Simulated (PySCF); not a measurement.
**P: excitation energy**

P [Ne] 3s2 3p3 (4S) → P [Ne] 3s2 3p2 4s1 (4P), as a difference of total energies. Computed with PySCF 2.14 in aug-cc-pCVTZ-DK (8s7p5d3f, 75 functions), with the spin-free X2C one-electron Hamiltonian (Gaussian nucleus). Correlated levels: valence and next inner shell: 1s2 frozen. The calculations carry no spin-orbit coupling.

| method | excitation energy (cm⁻¹) |
| --- | --- |
| UHF | 55815 |
| MP2 (valence and next inner shell) | 58201 |
| SCS-MP2 (valence and next inner shell) | 57504 |
| CCSD (valence and next inner shell) | 57610 |
| CCSD(T) (valence and next inner shell) | 57687 |

Errors of the correlated levels include the incompleteness of this basis and the frozen core.

The promoted electron is Rydberg-like, and one or two diffuse shells describe it only roughly, which tends to raise the upper state.

For comparison: 56190 cm⁻¹ (measured; NIST levels, between the centres of gravity of the two terms).
